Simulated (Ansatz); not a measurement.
`[SiH3]C[SiH2][TeH]` + `[CH3][GeH2][I]` → `[SiH3]C[SiH2]I` + `[CH3][GeH2][TeH]`  (redistribution)

Computed with Ansatz on PBE0-D4/def2-TZVP structures; ΔE is electronic, products minus reactants. CBS: MP2 limit from def2 TZ/QZ plus the TZ coupled-cluster correction, frozen cores. Functionals use def2-TZVPP. Elements past krypton have def2 core potentials. For Ge, I, Te outer-core shells are correlated without core-valence functions, which leaves a few kJ/mol of doubt a bond. Scalar relativity is left out up to krypton. Each species was taken in one conformer, which may not be the lowest.

```json
{"species": "`[SiH3]C[SiH2][TeH]`", "r2SCAN-D4 energy (Eh)": "-890.01063"}
{"species": "`[CH3][GeH2][I]`", "r2SCAN-D4 energy (Eh)": "-2415.96694"}
{"species": "`[SiH3]C[SiH2]I`", "r2SCAN-D4 energy (Eh)": "-919.12877"}
{"species": "`[CH3][GeH2][TeH]`", "r2SCAN-D4 energy (Eh)": "-2386.85128"}
```

(1) Work out ΔE.

Largest T1 diagnostic among the species: 0.011.

Answers

(1) ΔE = (-919.12877) + (-2386.85128) − (-890.01063) − (-2415.96694) = -0.00248 Eh = -1.6 kcal/mol. CCSD(T)/CBS gives -1.5 kcal/mol.

The D4 term adds +1.2 kcal/mol with B3LYP and +0.6 kcal/mol with PBE0; it sums over pairs of atoms, weighted by their polarisabilities, and B3LYP, whose exchange is more repulsive, gets the larger term.

B3LYP here is the variant with VWN-RPA as its local correlation; programs differ in this.
